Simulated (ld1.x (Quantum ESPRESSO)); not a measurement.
How hard is this palladium (Pd) TM potential?

- Element: palladium
- Generator: ld1.x (Quantum ESPRESSO) 7.5
- Type: norm-conserving Troullier–Martins (Kleinman–Bylander form)
- Functional: PBEsol
- Relativity: fully relativistic
- Frozen core: [Kr]
- Valence charge: 10
- Reference configuration: 4d10 5s0
- Partial waves: 5s (bound, empty): rc 2.35 bohr; 5p channel at 0.05 Ry: rc 3.12 bohr; 4d (bound): rc 1.75 bohr
- Local potential: all-electron potential smoothed inside 1.60 bohr (lloc = -2)
- Core correction: Bessel-smoothed model core, default radius (core density twice the valence density)

Open shells are filled in proportion to 2j + 1 (rel_dist='average').

The pseudo-atom Hamiltonian at the reference potential is diagonalised in spherical Bessel functions j_l(qr) that vanish at 20 bohr, with q² up to the cutoff. All-electron valence levels (Ry): 5s -0.2424, 4d3/2 -0.3175, 4d5/2 -0.2854.

Problem. How do the lowest levels (Ry) of each channel move with the cutoff, and are there ghosts?

Solution.

```tsv
cutoff (Ry)	s #1	s #2	p1/2 #1	p3/2 #1	p3/2 #2	d3/2 #1	d3/2 #2	d5/2 #1	d5/2 #2	f #1	Σ f·Δε (mRy)
8	-0.2417	0.0225	-0.0202	-0.0150	0.0689	0.0663	0.1509	0.0663	0.1510	0.1142	3645.7
15	-0.2440	-0.1889	-0.0203	-0.0150	0.0688	0.0632	0.1246	0.0634	0.1254	0.1142	3615.3
30	-0.3458	-0.2424	-0.0203	-0.0151	0.0688	-0.1859	0.0697	-0.1659	0.0699	0.1142	1243.3
45	-0.3479	-0.2424	-0.0203	-0.0151	0.0688	-0.3059	0.0691	-0.2754	0.0692	0.1142	106.4
70	-0.3480	-0.2424	-0.0203	-0.0151	0.0688	-0.3173	0.0691	-0.2853	0.0692	0.1142	1.1
100	-0.3480	-0.2424	-0.0203	-0.0151	0.0688	-0.3174	0.0691	-0.2854	0.0692	0.1142	0.3
400	-0.3480	-0.2424	-0.0203	-0.0151	0.0688	-0.3175	0.0691	-0.2854	0.0692	0.1142	0.0
```

Result: ghost state, extra bound levels that the all-electron valence spectrum of the same l lacks: s at -4.7 eV (a true bound ghost makes a file unfit for plane-wave use); 10 mRy is reached at 55 Ry and 1 mRy at 80 Ry.

2 of 7 tests not solved or not reliable.
